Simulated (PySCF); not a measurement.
Si5H12.
Z-matrix (Å and degrees, PBE0-D3(BJ)/def2-TZVP geometry), rows numbered from 1:
```
Si
Si  1  2.3380
Si  2  2.3378  1  111.33
Si  3  2.3381  2  110.95  1  -178.48
Si  4  2.3381  3  110.94  2  -179.81
H   1  1.4877  2  109.42  3    59.66
H   1  1.4876  2  109.56  3   -59.30
H   1  1.4878  2  111.62  3  -179.88
H   2  1.4904  1  109.90  3  -120.54
H   2  1.4903  1  110.14  3   120.63
H   3  1.4905  2  109.55  1    60.67
H   3  1.4905  2  109.65  1   -57.53
H   4  1.4903  3  108.91  2    58.99
H   4  1.4903  3  108.90  2   -58.58
H   5  1.4877  4  109.48  3    59.56
H   5  1.4877  4  109.49  3   -59.39
H   5  1.4878  4  111.69  3  -179.92
```

Computed with PySCF at wB97X-D/pcSseg-2, non-relativistic, on one gas-phase PBE0-D3(BJ)/def2-TZVP geometry that isn't relaxed in the solvent. The solvent is an IEF-PCM continuum (Bondi radii, 1.10 Å for H, scaled by 1.2). The model holds no explicit solvent molecules, cavitation or dispersion.

Gas phase at wB97X-D/pcSseg-2: HOMO -9.24 eV, LUMO 0.90 eV, dipole 0.09 D.

Problem. What does the continuum do to the energy, the frontier levels and the dipole at wB97X-D/pcSseg-2 in chloroform?

Solution. 
```json
{"solvent": "chloroform", "ε": "4.711", "E(solvent) − E(gas) (kcal/mol)": "-0.31", "polarisation term (kcal/mol)": "-0.33", "distortion of the solute (kcal/mol)": "0.02", "HOMO (eV)": "-9.10", "LUMO (eV)": "1.03", "dipole (D)": "0.11"}
```

The polarisation term is half the interaction of the solute with the surface charges that it induces; the rest is the cost of distorting the solute's density. The sum is the electrostatic part of solvation alone.

Note: wB97X-D ran without an empirical dispersion term, which enters the total energy and its gradient alone.
